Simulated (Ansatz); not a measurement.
`F[CH2][AlH][F]` + H₂ → `[F][AlH2]` + fluoromethane  (hydrogenolysis of the Al–C bond)

Computed with Ansatz on PBE0-D4/def2-TZVP structures; ΔE is electronic, products minus reactants. CCSD(T)/CBS is the MP2 limit (def2-TZVPP, def2-QZVPP) plus CCSD(T) − MP2 in def2-TZVPP, frozen cores. This one scheme is used for every species. DFT in def2-TZVPP. B3LYP here is the variant with VWN-RPA as its local correlation; programs differ in this. One conformer a species, not always the lowest.

CCSD(T)/CBS gives -45.6 kJ/mol.

Task: Another level gave -49.6 kJ/mol. Which?
A. r2SCAN-D4/def2-TZVPP
B. PBE-QIDH/def2-TZVPP
C. HF/def2-TZVPP
D. B3LYP-D4/def2-TZVPP

Result: B. PBE-QIDH -49.6, HF/def2-TZVPP -72.4, B3LYP-D4 -44.0, r2SCAN-D4 -39.8 kJ/mol.

Largest T1 diagnostic among the species: 0.012.

From BLYP to BHLYP (50 % exact exchange), in def2-TZVPP and without D4, ΔE moves by −12.9 kJ/mol. The D4 term adds +5.3 kJ/mol with B3LYP and +2.9 kJ/mol with PBE0; it sums over pairs of atoms, weighted by their polarisabilities, and B3LYP, whose exchange is more repulsive, gets the larger term.
